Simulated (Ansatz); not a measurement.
Reaction (ligand exchange at the Sn–O bond): `[NH2][Sn][O][SiH3]` + `[SiH3]N[SiH3]` → `[NH2][Sn][N]([SiH3])[SiH3]` + `O[SiH3]`

Calculated with Ansatz (gas phase, PBE0-D4/def2-TZVP geometries, no zero-point term in ΔE). CBS: MP2 limit from def2 TZ/QZ plus the TZ coupled-cluster correction, frozen cores. This one scheme is used for every species. Functionals use def2-TZVPP. HSE06 is defined as in plane-wave codes. Elements past krypton have def2 core potentials. For Sn outer-core shells are correlated without core-valence functions, which leaves a few kJ/mol of doubt a bond. Each species was taken in one conformer, which may not be the lowest.

Is it downhill or uphill in electronic energy at CCSD(T)/CBS, and by how much? (Estimate.)

Ansatz gave: Uphill: ΔE = +28.8 kJ/mol.

What do these levels give: PBE0-D4, HSE06-D4, ωB97M-V, PBE, revPBE, r2SCAN0, HSE06, BHLYP, HF/def2-TZVPP, MP2/def2-TZVPP, CCSD/def2-TZVPP, HF/CBS(def2)? (Best estimate.)

Ansatz gave: PBE0-D4 29.2, HSE06-D4 28.9, ωB97M-V 34.3, PBE 34.9, revPBE 38.7, r2SCAN0 34.8, HSE06 34.7, BHLYP 47.6, HF/def2-TZVPP 54.1, MP2/def2-TZVPP 23.5, CCSD/def2-TZVPP 32.0, HF/CBS(def2) 55.5 kJ/mol.

What do rigid-rotor, harmonic-oscillator terms from PBE0-D4/def2-TZVP frequencies (298.15 K, 1 bar) make of the CCSD(T)/CBS value? (Best estimate.)

Ansatz gave: ΔZPE = -0.6 kJ/mol, ΔH = +28.0 kJ/mol, ΔS = -33 J/(mol·K), ΔG = +37.8 kJ/mol. Modes under 50 cm⁻¹ make the entropy rough.

Largest T1 diagnostic among the species: 0.016.

In def2-TZVPP, CCSD(T) changes the Hartree–Fock value by −26.7 kJ/mol (the triples alone add −4.6 kJ/mol) and MP2 by −30.6 kJ/mol. The D4 term adds −11.0 kJ/mol with B3LYP and −5.9 kJ/mol with PBE0; it sums over pairs of atoms, weighted by their polarisabilities, and B3LYP, whose exchange is more repulsive, gets the larger term.

B3LYP here is the variant with VWN-RPA as its local correlation; programs differ in this.
